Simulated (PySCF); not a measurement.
**A small calculation by hand: chemical shift, span and skew from a shielding tensor**

C₂H₅F₃Si, SMILES [SiH2](C)C(F)(F)F. Atoms are numbered in the order given.

```xyz
11

Si     0.7609    -1.0005     0.0000
C     -0.6280    -2.2588     0.0000
C     -0.0425     0.7592     0.0000
F      0.8699     1.7523     0.0000
F     -0.8289     0.9411    -1.0866
F     -0.8289     0.9411     1.0866
H      1.6081    -1.0798     1.2202
H      1.6081    -1.0798    -1.2202
H     -1.2603    -2.1294    -0.8922
H     -1.2603    -2.1294     0.8922
H     -0.2336    -3.2869     0.0000
```

The structure is a stationary point at B3LYP-D3(BJ)/def2-SVP.

GIAO shieldings from PBE/pcSseg-1 (PySCF), non-relativistic, no solvent. The symmetric part of the tensor of F4 has the principal values 126.2, 232.9, 307.0 ppm. The same nucleus in CFCl3 has σ = 133.6 ppm at this level (PySCF, at its B3LYP-D3(BJ)/def2-TZVP geometry).

**Question.** Work out the isotropic shielding, the ¹⁹F shift against CFCl3, the span and the skew.

**Answer.** 
σ(iso) = (σ11 + σ22 + σ33)/3 = 222.0 ppm. δ = σ(ref) − σ(iso) = 133.6 − (222.0) = -88.4 ppm.
Span Ω = σ33 − σ11 = 180.8 ppm. Skew κ = 3(σ(iso) − σ22)/Ω = -0.18. Tumbling in solution averages the tensor to δ; in a static solid the shielding alone would spread this spin-1/2 line over Ω.
